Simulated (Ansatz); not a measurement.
F4Te, charge +3, doublet, geometry from GFN2-xTB of the parent state (a state made from the parent by changing its charge; the spin is typed, not shown lowest) (core potentials on Te); BLYP/def2-SVP (Ansatz, a program for electronic structure).

Input for Ansatz:
Ansatz 0.2 input:
```yaml
crystal:
  periodic: [false, false, false]
  atoms:
    - {symbol: Te, position_ang: [-0.01061858, 0.00295013, 0.28505227]}
    - {symbol: F, position_ang: [1.14851292, 1.60409032, 0.11390780]}
    - {symbol: F, position_ang: [1.18532124, -0.83746182, -0.85961877]}
    - {symbol: F, position_ang: [-1.15503896, -1.60227721, 0.06128147]}
    - {symbol: F, position_ang: [-1.11744340, 0.81860351, -0.96253919]}
basis:
  gaussian:
    orbitals: def2-SVP
hamiltonian:
  xc: blyp
total_charge: 3
magnetization: {spin_polarized: false, initial_magnetization: 1}
```

Question: What does Ansatz print? Leave out banner, timings and long lists.

Answer: 
```
Functional definition: BLYP
912 factors; their error is unknown
mean field evaluation 1: about -18040.4121 eV, gradient 1.6e2 eV
mean field evaluation 2: about -17617.8437 eV, gradient 3.7e2 eV
mean field evaluation 4: about -18078.1840 eV, gradient 7.3e1 eV
mean field evaluation 8: about -18089.3590 eV, gradient 2.5e1 eV
mean field evaluation 16: about -18090.6175 eV, gradient 4.8e-2 eV
mean field evaluation 32: about -17988.4222 eV, gradient 1.6e2 eV
mean field evaluation 64: about -18090.3494 eV, gradient 1.8e-1 eV
mean field evaluation 96: about -18090.2064 eV, gradient 2.3e0 eV
mean field evaluation 128: about -18090.6036 eV, gradient 2.2e0 eV
mean field evaluation 160: about -18090.2549 eV, gradient 8.5e-1 eV
mean field evaluation 192: about -18086.4352 eV, gradient 2.2e1 eV
mean field evaluation 224: about -18088.3503 eV, gradient 1.2e0 eV
mean field evaluation 256: about -18089.8985 eV, gradient 1.0e0 eV
mean field -18090.72780811 eV, -664.8219846124 hartree, gradient 2.9e-6 eV, S^2 0.750000; 15 other end points of the search recorded, 0 dependent functions left out
reference -18090.72800622 eV, -664.8219918929 hartree; 29, 28 occupied and 53, 54 virtual orbitals, 912 factors
Total energy: -18090.72800622 eV, -664.8219918929 hartree
```
